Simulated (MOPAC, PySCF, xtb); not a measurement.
Complex: CH3F (SMILES CF) (first 5 atoms) with C2H3F (SMILES C=CF); geometry from B3LYP-D3(BJ)/def2-TZVP.
(charge 0, multiplicity 1):
| atom | x (Å) | y (Å) | z (Å) |
|---|---|---|---|
| C | 0.3677 | 0.6683 | -0.2241 |
| F | -1.0092 | 0.5520 | -0.0261 |
| H | 0.5807 | 1.6753 | -0.5837 |
| H | 0.8713 | 0.4874 | 0.7244 |
| H | 0.6732 | -0.0702 | -0.9659 |
| C | -1.3213 | -0.2474 | 3.2567 |
| C | -0.1372 | -0.2933 | 3.8301 |
| F | 1.0032 | -0.0339 | 3.1475 |
| H | -1.4440 | -0.0001 | 2.2111 |
| H | -2.1966 | -0.4640 | 3.8515 |
| H | 0.0692 | -0.5312 | 4.8650 |

Interaction energies are E(AB) − E(A) − E(B) at the monomers' geometry in the complex; basis-set methods are counterpoise corrected. Rows marked so take none.

Rows in 6-31G* carry no dispersion term and start afresh at each structure (6-31G* with six Cartesian d functions). MP2/6-31G* freezes PySCF's default core. The state that AM1, PM6 reach isn't checked.

The values were computed with MOPAC for AM1, PM6 (differences of heats of formation); PySCF for 6-31G* rows; xtb for the GFN methods. Each number belongs to the level named beside it.

Problem. One of these levels gives 0.75 kcal/mol for the interaction energy. Name it.
A. GFN1-xTB
B. PM6
C. MP2/6-31G* (no counterpoise)
D. AM1

Solution. B, PM6. The others give -1.29 (AM1), -2.16 (GFN1-xTB), -4.66 (MP2/6-31G* (no counterpoise))
